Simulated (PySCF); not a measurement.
Task: Give a CAM-B3LYP/6-31G* geometry of `C(/C(=O)Br)=C/N`.

Result: 
Z-matrix in Å and degrees, rows numbered from 1:
```
N 
C   1  1.3383
C   2  1.3680  1  125.96
C   3  1.4284  2  119.48  1     0.14
O   4  1.2039  3  128.38  2    -0.22
Br  4  1.9910  3  113.16  2   179.64
H   1  1.0139  2  118.38  3    -0.02
H   1  1.0061  2  121.37  3  -179.82
H   2  1.0869  1  115.16  3  -180.00
H   3  1.0786  2  120.36  1  -179.99
```

Of the pairs four or more bonds apart, those above aside, C4···H7 is among the closest relative to their van der Waals radii: 2.53 Å, 87 % of the sum of Bondi's values. The 6 heavy atoms lie in one plane (0.002 Å rms). H7 on N1 lies 2.00 Å from O5, 5 bonds away (angle at H 126°; Bondi radii sum to 2.72 Å). The C–C distances run from 1.368 Å (C2=C3, drawn double) to 1.428 Å (C3–C4, drawn single), a spread of 0.060 Å.

Computed, not measured: CAM-B3LYP/6-31G* geometry optimisation, gas phase in PySCF.

Point group: Cs (tolerance 0.08 Å). Not checked by CAM-B3LYP/6-31G* frequencies. The numbers are those of one conformer (C2–C3–C4–O5 0°).
